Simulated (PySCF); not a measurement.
Mg(OMe)(SeH) (CH₄MgOSe), SMILES C[O][Mg][SeH]. Heavy atoms are numbered as in [Mg:1]([O:2][CH3:3])[SeH:7]. Hydrogens are named by the atom that carries them.

The structure is a stationary point at B3LYP-D3(BJ)/def2-SVP. The structure was generated by enumeration; whether it is a known compound was not checked. The values are those of a single conformer.

Computed with PBE/pcSseg-1 in PySCF.

GIAO shieldings, no solvent; atoms alike by connectivity are averaged. δ = σ(ref) − σ: ¹⁷O against H2O (σ = 334.3 ppm); ¹³C against TMS (σ = 182.0 ppm); ¹H against TMS (σ = 31.49 ppm); ⁷⁷Se against Me2Se (σ = 1634.8 ppm), references at their B3LYP-D3(BJ)/def2-TZVP geometries, non-relativistic.

Problem. Estimate the chemical shifts. (The exact figures need the calculation; the answer reports its results.)

Solution. 
```json
[
 {"nucleus": "¹⁷O", "atoms": "O2", "count": "1", "δ (ppm)": "-14.6"},
 {"nucleus": "¹³C", "atoms": "C3 (CH3)", "count": "1", "δ (ppm)": "61.5"},
 {"nucleus": "¹H", "atoms": "H on C3", "count": "3", "δ (ppm)": "4.59"},
 {"nucleus": "¹H", "atoms": "H on Se7", "count": "1", "δ (ppm)": "-1.36"},
 {"nucleus": "⁷⁷Se", "atoms": "Se7 (SeH)", "count": "1", "δ (ppm)": "-857.8"}
]
```
